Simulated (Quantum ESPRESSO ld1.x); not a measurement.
Question: All-electron atom: Er III in [Xe] 4f12. All-electron calculation, Dirac Kohn-Sham, HCTH/120, spin-unpolarised, spherical densities, point nucleus; open shells fill j = l - 1/2 first. Program: ld1.x of Quantum ESPRESSO 7.5. Some entries of the table are withheld. Estimate them.

orbital  occ.  eigenvalue (eV)  <r> (bohr)
1s1/2       2         -57308.4     0.02037
2s1/2       2         -9644.07         (1)
2p1/2       2         -9188.54     0.07146
2p3/2       4         -8271.86     0.07874
3s1/2       2         -2173.15         (2)
3p1/2       2         -1973.14         (3)
3p3/2       4         -1780.36         (4)
3d3/2       4         -1438.57      0.2010
3d5/2       6         -1396.32      0.2053
4s1/2       2         -440.259      0.5078
4p1/2       2         -360.248      0.5167
4p3/2       4         -316.801      0.5483
4d3/2       4         -185.089      0.5765
4d5/2       6         -177.174      0.5877
5s1/2       2         -66.5060         (5)
5p1/2       2         -44.8482         (6)
5p3/2       4         -39.3952         (7)
4f5/2       6              (8)      0.8015
4f7/2       6              (9)      0.8199

Answer: 
(1) 2s1/2 <r> (bohr): 0.08589
(2) 3s1/2 <r> (bohr): 0.2248
(3) 3p1/2 <r> (bohr): 0.2145
(4) 3p3/2 <r> (bohr): 0.2282
(5) 5s1/2 <r> (bohr): 1.250
(6) 5p1/2 <r> (bohr): 1.407
(7) 5p3/2 <r> (bohr): 1.514
(8) 4f5/2 eigenvalue (eV): -18.6796
(9) 4f7/2 eigenvalue (eV): -17.5742
